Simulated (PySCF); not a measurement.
Excitations are Tamm–Dancoff values on a coarser integration grid. The basis has no diffuse functions, so Rydberg states are missing or too high.

Cartesian coordinates (Å):
```xyz
11

F      2.3058     1.4146    -1.0867
Ge     2.0701    -0.1152    -0.2308
Ge    -0.0384     0.0759     0.9843
Ge    -0.5817    -1.9785     2.1856
F     -2.0927    -1.6772     3.0539
H      3.3001    -0.2815     0.7041
H      2.0487    -1.2216    -1.3219
H     -1.1746     0.3872    -0.0235
H      0.0687     1.2410     2.0013
H      0.4708    -2.3510     3.2666
H     -0.8578    -3.1821     1.2421
```
Charge 0, multiplicity 1.

**Question.** Give the dipole moment, T1 excitation (TDA), S1 oscillator strength, total energy and S1 excitation (TDA) at the level PySCF 2.14.0 with PBE0-D3(BJ)/def2-TZVP // PBE-D3(BJ)/def2-SVP.

**Answer.** 
| Property | Result |
|---|---|
| dipole moment | 2.22 D |
| T1 excitation (TDA) | 5.01 eV |
| S1 oscillator strength | 0.080 |
| total energy | -6433.5033 Ha |
| S1 excitation (TDA) | 5.82 eV |
